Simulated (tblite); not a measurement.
Species: C₄H₁₁F₃SSi₂.
Bonds: C1–C2, C2–Si3, Si3–Si4, Si4–S5, S5–C6, C6–C7, C7–F8, C7–F9, C7–F10. Hydrogens: H11, H12, H13 on C1; H14, H15 on C2; H16, H17 on Si3; H18, H19 on Si4; H20, H21 on C6.

Computed with GFN2-xTB (tblite), gas phase: L-BFGS steps from a force-field or distance-geometry start until the largest atomic force falls under 0.01 eV/Å.

Geometry at step 47:
```
atom  x, y, z in Å
C1      4.3062   -0.1133    0.4002
C2      2.9307   -0.1624   -0.2621
Si3     1.5677    0.5890    0.8389
Si4    -0.4404   -0.2457    0.0239
S5     -2.0828    0.7797    1.0930
C6     -3.4696    0.7685   -0.0828
C7     -4.1415   -0.5838   -0.2021
F8     -5.2017   -0.5424   -1.0371
F9     -3.3343   -1.5404   -0.6842
F10    -4.6154   -1.0291    0.9677
H11     4.3990    0.7984    1.0089
H12     5.1187   -0.1241   -0.3417
H13     4.4260   -0.9876    1.0584
H14     2.7173   -1.2008   -0.5183
H15     2.9452    0.3789   -1.2109
H16     1.8818    0.2802    2.2413
H17     1.7672    2.0419    0.7404
H18    -0.7989    0.0171   -1.3761
H19    -0.6581   -1.6794    0.2286
H20    -3.1164    1.1149   -1.0541
H21    -4.2096    1.4571    0.3224
```

Problem. Give the atomic forces at this geometry.

Solution. 
```csv
atom,Fx (eV/Å),Fy (eV/Å),Fz (eV/Å)
C1,0.180,0.060,0.164
C2,0.049,-0.124,-0.061
Si3,0.050,-0.015,-0.050
Si4,-0.241,0.127,0.152
S5,0.272,-0.200,-0.080
C6,0.032,-0.007,0.010
C7,-0.035,-0.065,0.062
F8,0.136,0.096,0.028
F9,0.035,0.025,0.001
F10,0.076,0.016,-0.070
H11,0.116,-0.350,-0.246
H12,-0.298,-0.030,0.287
H13,0.017,0.432,-0.191
H14,-0.089,-0.013,-0.043
H15,0.078,0.019,0.052
H16,-0.115,-0.094,0.008
H17,-0.110,0.085,-0.008
H18,0.031,0.039,0.045
H19,-0.056,0.039,0.010
H20,-0.117,-0.120,-0.033
H21,-0.011,0.083,-0.035
```

The largest, 0.47 eV/Å, acts on H13; the rms over all components is 0.130 eV/Å. The forces sum to zero within rounding, as they must for an isolated molecule in no field.

Problem. Give the force on H13 in Eh/bohr and in nN.

Solution. 0.473 eV/Å ÷ 51.422 = 0.00919 Eh/bohr, and 0.473 eV/Å × 1.602 = 0.76 nN.

Problem. How far is this geometry from the end of the optimisation?

Solution. 0.103 eV above it, and 0.284 Å rms away after alignment. The bonds farthest from their final lengths, with half the difference of the two atoms' forces along the bond (positive lengthens):

```
   bond  now (Å)  final (Å)  force along bond (eV/Å)
 Si4–S5    2.212      2.175                    -0.32
 C1–H13    1.101      1.087                    -0.26
 C1–H11    1.100      1.087                    -0.29
 C1–H12    1.100      1.089                    -0.22
Si3–Si4    2.322      2.312                    +0.06
 C7–F10    1.338      1.334                    -0.09
```

The angle farthest from its final value is Si4–Si3–H16, 116.4° against 112.3°.

Of the 5 listed bonds off by 0.010 Å or more, this force points towards the final length in 4.

The cost below is that of the whole relaxation. Time: 2.6 s wall. Hardware: one thread of an Arm Neoverse N1 (shared host).
